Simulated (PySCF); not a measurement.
C3H5BO2, SMILES OB1C=COC1.

Geometry optimised at B3LYP-D3(BJ)/def2-SVP. The structure was generated by enumeration, and PubChem lists no compound with its InChIKey, so it may never have been made. Other conformers were not sampled.

All values below come from TDA-PBE/def2-SVPD run with PySCF 2.14.0.

Vertical excitations. The molecule is in vacuum. State labels are in the subgroup Cs.

| state | symmetry | energy (eV) | λ (nm) | f | main pairs |
|---|---|---|---|---|---|
| S1 | A" | 5.11 | 243 | 0.003 | HOMO→LUMO+1 100 % |
| S2 | A' | 5.52 | 225 | 0.187 | HOMO→LUMO 87 % |
| S3 | A" | 5.59 | 222 | 0.001 | HOMO−1→LUMO 100 % |
| S4 | A" | 6.03 | 206 | 0.013 | HOMO→LUMO+2 100 % |
| S5 | A' | 6.35 | 195 | 0.007 | HOMO−1→LUMO+1 100 % |
| S6 | A" | 6.84 | 181 | 0.003 | HOMO→LUMO+4 100 % |
| S7 | A" | 6.98 | 178 | 0.010 | HOMO→LUMO+5 99 % |
| S8 | A' | 7.28 | 170 | 0.002 | HOMO−1→LUMO+2 87 % |
| S9 | A' | 7.37 | 168 | 0.022 | HOMO→LUMO+6 87 % |
| S10 | A" | 7.49 | 166 | 0.012 | HOMO→LUMO+7 69 %, HOMO−4→LUMO 27 % |
| T1 | A' | 3.74 | 332 | 0 | HOMO→LUMO 98 % |
| T2 | A" | 5.05 | 245 | 0 | HOMO→LUMO+1 100 % |
| T3 | A" | 5.25 | 236 | 0 | HOMO−1→LUMO 100 % |
| T4 | A" | 5.94 | 209 | 0 | HOMO→LUMO+2 100 % |
Triplets are in the Tamm–Dancoff approximation.
